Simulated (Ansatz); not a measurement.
# Ligand exchange: C3H7Br + GaH2(NH2) → C3H9N + GaH2Br

Species: C3H7Br (2-bromopropane) `CC(C)Br`, singlet; GaH2(NH2), singlet; C3H9N (isopropylamine) `CC(C)N`, singlet; GaH2Br `[GaH2][Br]`, singlet. The partners trade Br for NH2: C–Br and Ga–NH2 bonds give way to C–NH2 and Ga–Br.

Shapes, held fixed at every level: PBE0-D4/def2-TZVP. Flexible molecules stand in one conformer, not always the lowest. Programs: Ansatz 0.2.0. The zero-point and thermal change to 298 K, harmonic and unscaled (PBE0-D4/def2-TZVP), is +4.5 kJ/mol.

```tsv
level	kind	ΔH(298 K) (kJ/mol)	less CCSD(T)/def2-TZVPP
HF/def2-SVP	Hartree–Fock	-91.5	-36.8
HF/def2-TZVPP	Hartree–Fock	-81.2	-26.5
PBE-D4/def2-TZVPP	GGA	-54.9	-0.2
r2SCAN0-D4/def2-TZVPP	global hybrid	-64.4	-9.7
B2PLYP/def2-TZVPP	double hybrid	-56.1	-1.4
MP2/def2-TZVPP	perturbation theory	-50.1	+4.6
CCSD(T)/def2-SVP	coupled cluster or CI	-70.2	-15.5
CCSD(T)/def2-TZVPP	coupled cluster or CI	-54.7	0.0
```

The highest level, CCSD(T)/def2-TZVPP, gives ΔH(298 K) = -54.7 kJ/mol; the levels span -91.5 to -50.1. The column of differences is taken from that level and isn't an error. No measured value is set beside it here. Relativity is left out for Br, Ga unless named. Correlated rows may include outer-core shells of Br, Ga, which these sets cover unevenly.
